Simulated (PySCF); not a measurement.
## Polarisability and C₆ of Hg (mercury, neutral)

[Xe] 4f14 5d10 6s2, closed-shell 1S. Calculation: PySCF 2.14, in def2-TZVPPD with the def2 core potential (60 electrons); scalar relativity through the core potential. Coupled (time-dependent) response in atomic units; α is the mean over directions.

```csv
method,mean α (bohr³),C₆ (like pair),S(−4)
UHF,43.99,415.5,798.4
PBE,33.65,300.8,425.5
PBE0,35.29,319.2,472.8
B97-3,36.49,333.1,507.2
CAM-B3LYP,35.77,323.6,490.4
```

S(−4) is the Cauchy moment in α(ω) = α(0) + S(−4) ω² + …

Reference α: 33.91 ± 0.34 bohr³ (recommended; Schwerdtfeger and Nagle, table of static dipole polarizabilities (2023 update)). Published C₆: 268.0 (Gould and Bucko (2016)).

Hartree-Fock lies above the reference because it lacks correlation, which contracts the outer shell.

α(iu) at PBE0:

```json
{"u (hartree)": "0", "α(iu) (bohr³)": "35.29"}
{"u (hartree)": "0.0500", "α(iu) (bohr³)": "34.16"}
{"u (hartree)": "0.100", "α(iu) (bohr³)": "31.26"}
{"u (hartree)": "0.200", "α(iu) (bohr³)": "23.98"}
{"u (hartree)": "0.300", "α(iu) (bohr³)": "18.11"}
{"u (hartree)": "0.500", "α(iu) (bohr³)": "11.43"}
{"u (hartree)": "0.750", "α(iu) (bohr³)": "7.673"}
{"u (hartree)": "1.00", "α(iu) (bohr³)": "5.780"}
{"u (hartree)": "1.50", "α(iu) (bohr³)": "3.813"}
{"u (hartree)": "2.00", "α(iu) (bohr³)": "2.737"}
{"u (hartree)": "3.00", "α(iu) (bohr³)": "1.583"}
{"u (hartree)": "5.00", "α(iu) (bohr³)": "0.6971"}
```

Energies and moments cover only the electrons outside the core potential. Spin-orbit coupling, which splits the p, d and f shells strongly at this Z, is absent.
